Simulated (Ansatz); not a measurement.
Gas-phase reaction 5 R1 + R2 → P1 + 2 P2 + P3 + 2 P4, each structure at its B3LYP-D3(BJ)/def2-TZVP stationary point, reached from a drawn start (curvature not checked).
P1, CH4 (SMILES C) (charge 0, multiplicity 1):
```xyz
5

C      0.0000     0.0000     0.0000
H      0.6289     0.6289     0.6289
H     -0.6289    -0.6289     0.6289
H      0.6289    -0.6289    -0.6289
H     -0.6289     0.6289    -0.6289
```
R1: H2 (SMILES [H][H]), charge 0, multiplicity 1.
P2: HCl (SMILES Cl), charge 0, multiplicity 1.
P3: NH3 (SMILES N), charge 0, multiplicity 1.
P4: SiH4 (SMILES [SiH4]), charge 0, multiplicity 1.
R2: CH7Cl2NSi2 (SMILES C[Si](Cl)(Cl)N[SiH3]), charge 0, multiplicity 1.

P less R. No zero-point or thermal terms. One arrangement of each flexible species, with no search for the lowest.

Correlated levels freeze the cores.

Codes used: Ansatz (Gaussian basis) for Hartree–Fock, density functionals and correlated methods. All values are computed, each at the level named.

Total energies in hartree:

| structure | PBE/def2-TZVPP | PBE0/def2-TZVPP | CCSD(T)/cc-pV(T+d)Z |
|---|---|---|---|
| P1 | -40.464286 | -40.475415 | -40.438100 |
| R1 | -1.166122 | -1.168485 | -1.172336 |
| P2 | -460.627412 | -460.665459 | -460.339793 |
| P3 | -56.510610 | -56.515727 | -56.473042 |
| P4 | -291.721620 | -291.756591 | -291.440117 |
| R2 | -1595.912219 | -1596.061865 | -1594.687090 |

### Question
Work out the reaction energy at each level in kcal/mol (1 hartree = 627.50947 kcal/mol), and say how far PBE/def2-TZVPP lies from CCSD(T)/cc-pV(T+d)Z.

### Answer
- PBE/def2-TZVPP: 2 × (-460.627412) + 2 × (-291.721620) + (-40.464286) + (-56.510610) − (-1595.912219) − 5 × (-1.166122) = 0.069869 hartree = 43.84 kcal/mol
- PBE0/def2-TZVPP: 2 × (-460.665459) + 2 × (-291.756591) + (-40.475415) + (-56.515727) − (-1596.061865) − 5 × (-1.168485) = 0.069048 hartree = 43.33 kcal/mol
- CCSD(T)/cc-pV(T+d)Z: 2 × (-460.339793) + 2 × (-291.440117) + (-40.438100) + (-56.473042) − (-1594.687090) − 5 × (-1.172336) = 0.077808 hartree = 48.83 kcal/mol
PBE/def2-TZVPP less CCSD(T)/cc-pV(T+d)Z: -4.99 kcal/mol. CCSD(T)/cc-pV(T+d)Z is the level counted from, the highest shown, and no exact or measured value.

Ansatz is a program for electronic structure.
